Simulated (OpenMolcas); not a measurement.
**Mn2+ in CsCaF3: curves along the breathing mode**

Mn2+ with its 6 nearest fluoride ions, on the Ca site of CsCaF3 (a = 4.526 Å, distance in the model lattice 2.263 Å). The rest of the host is ab initio model potentials to 7.6 Å, with orthogonalisation functions on the cations behind the ligands, and point charges beyond; the distance is set by hand and nothing relaxes. Ligand basis ANO-RCC-VDZP.

- Program: OpenMolcas
- Method: CASSCF
- Basis: ANO-RCC-VDZP [5s4p2d1f]
- Scalar Hamiltonian: DKH2, point nucleus
- Active space: 5 electrons in 5 orbitals (3d)
- State averaging: 2S+1 = 6 even, 1 root; 2S+1 = 4 even, 24 roots; 2S+1 = 2 even, 75 roots
- Spin-orbit coupling: RASSI with atomic mean-field integrals over the reference wave functions

Spin-free energies (labels of O, the rotations of Oh) in cm-1 above the lowest fitted minimum, as all ligands move together:

```tsv
R (Å)	6A1	4T1	4T2	4E	4A1	4T2(2)	2T2
2.039	3780	28860	33250	35200	35290	40480	37640
2.087	1020	27110	30970	32470	32560	38110	36790
2.135	20	26980	30330	31490	31580	37460	37410
2.183	640	28330	31230	32130	32220	38390	39390
2.231	2810	31130	33610	34330	34410	40830	42700
2.279	6530	35390	37490	38070	38140	44780	47370
2.327	11860	41170	42960	43420	43490	50300	53490
```

Cubic fits give the following; the wavenumber is harmonic, with the mass of all moving ligands, small differences in it between states hang on the degree of the fit, a number in brackets counts states of one label, and the table is a selection of at most 14 states with clean curves.

| State | R0 (Å) | Breathing mode (cm-1) | Minimum (cm-1) |
| --- | --- | --- | --- |
| 6A1 | 2.141 | 458 | 0 |
| 4T1 | 2.116 | 441 | 26860 |
| 4T2 | 2.132 | 446 | 30330 |
| 4E | 2.141 | 457 | 31480 |
| 4A1 | 2.141 | 457 | 31560 |
| 4T2(2) | 2.132 | 453 | 37450 |
| 2T2 | 2.091 | 421 | 36820 |
| 4E(2) | 2.141 | 457 | 39290 |
| 4T1(2) | 2.159 | 466 | 40250 |
| 2A2 | 2.117 | 440 | 40780 |
| 2T1 | 2.119 | 440 | 41260 |
| 2T2(2) | 2.123 | 440 | 42180 |
| 2E | 2.129 | 441 | 43380 |
| 2A1 | 2.140 | 456 | 44750 |

Without dynamic correlation the repulsion within the d shell is too large (B by tens of per cent), so at a given field states of lower spin stand too high. Ligand-to-metal charge-transfer states are missing. With no ligand orbital active B as a rule stays too high, so bands that hang on it stand too high and its fall with covalency is understated. With metal d orbitals alone and no dynamic correlation 10Dq can be off by a tenth to a fifth, either way, in oxide and fluoride hosts. No measured value stands beside these numbers.
